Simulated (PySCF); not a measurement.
Computed properties of C4H10Si2, SMILES [SiH3]C(CC#C)[SiH3]

C₄H₁₀Si₂, SMILES C(C([SiH3])[SiH3])C#C. Coordinates come from a TPSSh-D3(BJ)/def2-SVP optimisation. This is a generated structure with no PubChem entry under its InChIKey; it may be hypothetical. The values are those of a single conformer. All values are computed for the isolated molecule unless a solvent is named; none is compared with measurement here.

**Structure.** All 42 harmonic modes at TPSSh-D3(BJ)/def2-SVP (PySCF) are real, so it is a minimum. With heavy atoms numbered as in [CH:1]#[C:2][CH2:3][CH:4]([SiH3:5])[SiH3:6], the shortest bond between them is C1–C2 at 1.214 Å and the longest C4–Si5 at 1.904 Å.

**Vibrations.** The strongest infrared lines (harmonic, unscaled, degenerate partners summed) lie at 916 cm⁻¹ (256 km/mol, H 88 %), 953 cm⁻¹ (191 km/mol, H 85 %, Si 10 %), 2265 cm⁻¹ (146 km/mol, H 96 %). The softest mode is at 52 cm⁻¹ and the zero-point energy is 72.0 kcal/mol.

**Electronic structure.** M06-2X/def2-TZVP (PySCF) places the frontier levels at -9.06 and 0.83 eV, a gap of 9.89 eV, and gives a dipole moment of 0.51 D and a mean polarisability of 98.1 bohr³. PBE/def2-TZVP (PySCF) at the same geometry gives -6.62 and -0.75 eV, so its gap is 4.02 eV narrower. An orbital gap is neither the optical nor the fundamental gap.

**Excitations.** TDA-PBE0/def2-SVPD (PySCF) has S1 at 6.43 eV (193 nm, f = 0.001, dark); the most intense of the 6 singlets computed lies at 7.54 eV (f = 0.05). T1 (TDA) is at 5.19 eV, 1.24 eV under S1. TDA-PBE/def2-SVPD (PySCF) puts S1 at 5.95 eV. No vertical singlet excitation falls in the visible range (under 3.1 eV).

**NMR.** GIAO shifts at B3LYP/pcSseg-1 (PySCF) (non-relativistic, atoms alike by connectivity averaged): ¹³C from 4.8 to 87.8 ppm against TMS; ¹H from 0.7 to 4.1 ppm against TMS; ²⁹Si at -61.3 ppm against TMS.
